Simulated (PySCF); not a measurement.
C4H4ClF, SMILES C=C(F)/C=C\Cl. Atoms are numbered in the order given.

```xyz
10

C      0.1076    -2.6707     0.0000
C     -0.0387    -1.3377     0.0000
F     -1.2723    -0.8128     0.0000
C      1.0622    -0.3857     0.0000
C      1.0435     0.9579     0.0000
Cl    -0.3509     1.9818     0.0000
H     -0.7668    -3.3225     0.0000
H      1.1028    -3.1147     0.0000
H      2.0548    -0.8442     0.0000
H      1.9776     1.5230     0.0000
```

Geometry: B3LYP-D3(BJ)/def2-SVP. The structure was generated by enumeration; whether it is a known compound was not checked. One conformer was computed; it need not be the lowest.

All values below come from TDA-PBE0/def2-SVPD (PySCF).

Vertical excitations. Isolated molecule, no solvent. State labels are in the subgroup Cs.

Q: Give excitation energies, oscillator strengths and character. (Estimate from the structure and the level; the computed values follow.)

A: 
```csv
state,symmetry,energy (eV),λ (nm),f,main pairs
S1,A',5.75,216,0.936,HOMO→LUMO 91 %
S2,A",6.03,206,0.000,HOMO−2→LUMO 99 %
S3,A",6.27,198,0.001,HOMO→LUMO+1 96 %
S4,A",6.54,190,0.000,HOMO→LUMO+2 94 %
S5,A',6.60,188,0.017,"HOMO−1→LUMO 77 %, HOMO→LUMO+4 20 %"
S6,A",7.18,173,0.018,HOMO→LUMO+3 96 %
S7,A",7.65,162,0.012,HOMO→LUMO+5 95 %
S8,A",7.76,160,0.000,HOMO−4→LUMO 97 %
S9,A',7.84,158,0.079,"HOMO→LUMO+4 56 %, HOMO−3→LUMO 21 %, HOMO−1→LUMO 11 %"
S10,A",7.92,157,0.004,HOMO→LUMO+6 88 %
T1,A',2.92,425,0,HOMO→LUMO 95 %
T2,A',4.78,259,0,"HOMO−1→LUMO 71 %, HOMO→LUMO+4 20 %"
T3,A",5.87,211,0,HOMO−2→LUMO 96 %
T4,A",5.95,208,0,"HOMO→LUMO+1 50 %, HOMO→LUMO+2 39 %"
```
Triplets are in the Tamm–Dancoff approximation.
